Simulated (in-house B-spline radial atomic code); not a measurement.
Configurations of Ne²⁺, with energies counted from [He] 2s2 2p4. Computed with an all-electron radial atomic-structure program (B-spline basis): scalar-relativistic (X2C) BLYP, spin-polarised, spherical fractional occupations, Fermi nucleus of rms radius 3.0055 fm. Shells without spins written out take the highest spin.

Occupations are held fixed; configurations that lie above the ionisation limit could autoionise.

```csv
configuration,E - E(ref) (eV),highest orbital,its <r> (bohr)
[He] 2s2 2p3 3s1,38.266,3s up,2.497
"[He] 2s2 2p(1 up, 2 down) 3p(1 up, 0 down)",48.875,3p up,2.785
"[He] 2s2 2p(3 up, 0 down) 3d(0 up, 1 down)",49.037,3d down,3.221
"[He] 2s(0 up, 1 down) 2p(1 up, 3 down) 3s(1 up, 0 down)",61.757,3s up,2.564
[He] 2s1 2p4 3p1,65.79,3p up,2.75
[He] 2s1 2p4 3d1,71.544,3d up,3.114
```

Order these further configurations by energy, lowest first.
A. [He] 2s2 2p3 3d1
B. [He] 2s1 2p4 3s1
C. [He] 2s2 2p3 3p1
D. [He] 2s2 2p(2 up, 2 down)
E. [He] 2s(0 up, 1 down) 2p(1 up, 3 down) 3p(1 up, 0 down)

D (2.4145 eV), C (42.928 eV), A (48.759 eV), B (61.096 eV), E (66.344 eV).

How far above the reference does [He] 2s1 2p5 lie?

23.174 eV; its least bound orbital is 2p down with <r> = 0.8298 bohr.
